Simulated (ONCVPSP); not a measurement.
## Configuration tests for nickel (ONCV)

nickel, optimised norm-conserving Vanderbilt (ONCV), made with ONCVPSP 4.0.1 (PBE, fully relativistic). Core [Ne], reference 3s2 3p6 3d8 4s2. Waves: 3s+4s: rc 1.10 bohr, ncon 4, nbas 8, qcut 12.5 1/bohr, 2 projectors; 3p: rc 1.20 bohr, ncon 5, nbas 9, qcut 10.2 1/bohr, 2 projectors, debl 2 Ha; 3d: rc 0.95 bohr, ncon 3, nbas 8, qcut 13.5 1/bohr, 3 projectors, debl 1.9 Ha. Local part: polynomial inside 0.85 bohr (lpopt 4, dvloc0 2 Ha). Core correction: none.

Open shells are filled in proportion to 2j + 1.

In the p channel the program set the typed energies aside and used -2.596, 0.250 Ha (j = l + 1/2; the other j can differ).

Energies are relative to the spin-unpolarised reference configuration 3s2 3p6 3d8 4s2; without spin polarisation the order of configurations can differ from experiment.

Task: Give the all-electron excitation energy and the error of the potential for: 3s2 3p6 3d8 4s1; 3s2 3p6 3d8 4s0; 3s2 3p6 3d7 4s0; 3s2 3p6 3d8 4s0 4p2.

Result:

```json
{"valence configuration": "3s2 3p6 3d8 4s1", "charge": "+1", "ΔE all-electron (eV)": "9.323", "error AE − PS (meV)": "+0.8"}
{"valence configuration": "3s2 3p6 3d8 4s0", "charge": "+2", "ΔE all-electron (eV)": "26.674", "error AE − PS (meV)": "+3.5"}
{"valence configuration": "3s2 3p6 3d7 4s0", "charge": "+3", "ΔE all-electron (eV)": "64.140", "error AE − PS (meV)": "-3.2"}
{"valence configuration": "3s2 3p6 3d8 4s0 4p2", "charge": "0", "ΔE all-electron (eV)": "9.501", "error AE − PS (meV)": "+1.1"}
```

These tests converged, but a pseudo level misses the all-electron one widely, so the file describes the atom poorly there or has found another state: 3s2 3p6 3d8 4s0 4p2: empty 4s by 13.8 eV.
